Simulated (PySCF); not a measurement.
CH10FNSi3, SMILES F[Si@H](N([SiH3])[SiH3])C. Coordinates come from a PBE-D3(BJ)/def2-SVP optimisation. The structure was generated by enumeration; whether it is a known compound was not checked. One conformer was computed; it need not be the lowest.

**Question.** Give the equilibrium geometry at PBE-D3(BJ)/def2-SVP (PySCF confirms it by a frequency run) as Cartesian coordinates in Å. (An estimate is asked for; the answer gives what the named calculation found.)

**Answer.** Several could match; the one computed here: 
```xyz
16

C      2.0405    -0.3378     1.4905
Si     0.9742    -0.8099     0.0323
F      1.7527    -0.3697    -1.3540
N     -0.5321     0.0872    -0.0284
Si    -1.8079    -0.2297     1.1487
Si    -0.7831     1.3076    -1.2908
H      3.0082    -0.8789     1.4728
H      2.2432     0.7522     1.4821
H      1.5270    -0.5867     2.4421
H      0.7340    -2.2899    -0.0338
H     -2.0908     0.9735     2.0077
H     -1.3209    -1.3496     2.0315
H     -3.0915    -0.6505     0.4859
H     -2.0966     1.9687    -0.9647
H     -0.8727     0.7038    -2.6638
H      0.3019     2.3475    -1.2803
```
Charge 0, spin multiplicity 1.
